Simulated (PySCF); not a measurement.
This PySCF input asks for the NMR shieldings of SMILES [F][Cu-][F], [CuF2]-; the geometry comes from PBE0-D3(BJ)/def2-SVP.

```python
import basis_set_exchange as bse
import numpy as np
from pyscf import gto, dft
from pyscf.prop import nmr

atoms = """
Cu   -0.000024   -0.000014   -0.000001
F    -0.005747   -0.007148    1.788520
F     0.005771    0.007161   -1.788520
"""
names = {"Cu": "pcSseg-2", "F": "pcSseg-1"}
basis = {el: gto.basis.parse(bse.get_basis(n, elements=[el], fmt="nwchem")) for el, n in names.items()}
mol = gto.M(atom=atoms, basis=basis, charge=-1, verbose=0)
mf = dft.RKS(mol, xc="PBE0")
mf.grids.level = 2
mf.grids.alignment = dft.numint.BLKSIZE   # the property module wants whole blocks of grid points
mf.conv_tol = 1e-9
mf.kernel()

calc = nmr.RKS(mf)   # GIAO
C = mf.mo_coeff
Co = C[:, mf.mo_occ > 0]
resp = mf.gen_response(singlet=True, hermi=2)
def vind(x):   # induced exchange potential for any number of trial vectors
    d = np.einsum("pi,xij,qj->xpq", C, 2 * x.reshape(-1, C.shape[1], Co.shape[1]), Co, optimize=True)
    return np.einsum("xpq,pi,qj->xij", resp(d - d.transpose(0, 2, 1)), C, Co, optimize=True).ravel()
mo1, _ = nmr.rhf.solve_mo1(calc, with_cphf=vind)
sigma = calc.kernel(mo1)
for i, s in enumerate(sigma):   # ppm
    print("%2d %-2s %9.2f" % (i, mol.atom_pure_symbol(i), np.trace(s) / 3))
```

Q: What does it print?

A: 
```
 0 Cu   -158.59
 1 F     587.87
 2 F     587.87
```

These numbers come from an equivalent density-fitted implementation of the same equations, which agrees with the script to about 0.01 ppm for H and up to a few tenths of a ppm for heavy atoms, so last digits may differ.

Q: Turn these shieldings into chemical shifts. Chemical shifts δ = σref − σ; ¹⁹F (σ = 177.25 ppm) vs CFCl3, all at this level.

A: Averaging equivalent atoms: F 1/2: -410.6 ppm. No reference was computed at this level for Cu. Unscaled 19F shifts against computed CFCl3 carry errors that often reach 10 to 50 ppm.

Size and cost of the density-fitted run: 107 basis functions, 4.9 s wall time on 1 thread of an Arm Neoverse V2, shared host.
